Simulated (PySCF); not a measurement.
Al(SH)3 (AlH₃S₃), SMILES [SH][Al]([SH])[SH]. Geometry: B3LYP-D3(BJ)/def2-SVP. The values are those of a single conformer.

Calculation: B3LYP-D3(BJ)/def2-SVP in PySCF.

Harmonic wavenumbers (cm⁻¹): 108, 118, 134, 174, 207, 228, 348, 538, 549, 608, 678, 705, 2666, 2668, 2671. Rotational constants (GHz): 2.135, 2.055, 1.048; symmetry number 1.

Problem. Work out the zero-point energy and the ideal-gas rigid-rotor harmonic-oscillator thermochemistry at 298.15 K and 1 atm.

Solution. ZPE = ½ Σ hcν = ½ × 12401 cm⁻¹ = 17.73 kcal/mol. H − E(el) = 23.17 kcal/mol. Entropy in cal/(mol K): translation 40.41, rotation 28.64, vibration 19.04, total 88.09. G − E(el) = -3.09 kcal/mol. Cp = 25.84 cal/(mol K). Modes under 150 cm⁻¹ make the vibrational entropy uncertain.
